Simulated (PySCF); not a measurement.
Ligands exchanged one at a time, Sn Cl-C2H5. Isolated molecules, 0 K electronic values unless said otherwise. One relaxed conformer stands for each flexible species; it need not be the lowest. Strings in code marks are SMILES.

These are ωB97X-D3(BJ)/def2-TZVP // PBE0-D3(BJ)/def2-SVP run with PySCF values and carry that method's errors. Delta-SCF ions had no search for a lower state. Excitations are Tamm–Dancoff values on a coarser integration grid. The basis has no diffuse functions, so Rydberg states are missing or too high.

```csv
species,vertical ionisation energy (Delta-SCF) (eV),S1–T1 gap (TDA) (eV),S1 oscillator strength,S1 excitation (TDA) (eV),HOMO (eV)
0 of 4 Cl replaced by C2H5,–,–,0.000,5.67,-12.30
1 of 4 Cl replaced by C2H5 (`C[CH2][Sn]([Cl])([Cl])[Cl]`),10.88,1.04,0.000,6.25,-11.06
2 of 4 Cl replaced by C2H5,9.95,1.09,0.129,6.72,-10.20
4 of 4 Cl replaced by C2H5,8.92,0.67,0.116,7.23,-9.32
```
